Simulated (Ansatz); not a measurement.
Ansatz (a quantum-chemistry and plane-wave program) input:

Ansatz 0.2 input:
```yaml
crystal:
  periodic: [false, false, false]
  atoms:
    - {symbol: Hg, position_ang: [0.83633148, 0.43700501, 0.42557526]}
    - {symbol: I, position_ang: [-0.71395057, 1.87803575, -1.96296453]}
    - {symbol: I, position_ang: [-0.19310009, -2.38486359, 1.49864779]}
basis:
  gaussian:
    orbitals: def2-TZVP
hamiltonian:
  xc: b3lyp
  dispersion: d3bj
total_charge: -1
magnetization: {spin_polarized: true, initial_magnetization: 1}
relax: {f_tol: 0.002, max_steps: 150}
```

Q: Which total energy does the run end on?

A: -749.33121 Eh (B3LYP-D3(BJ)/def2-TZVP). The basis has 143 functions.

The spin state was set by rule; other spins were not relaxed.
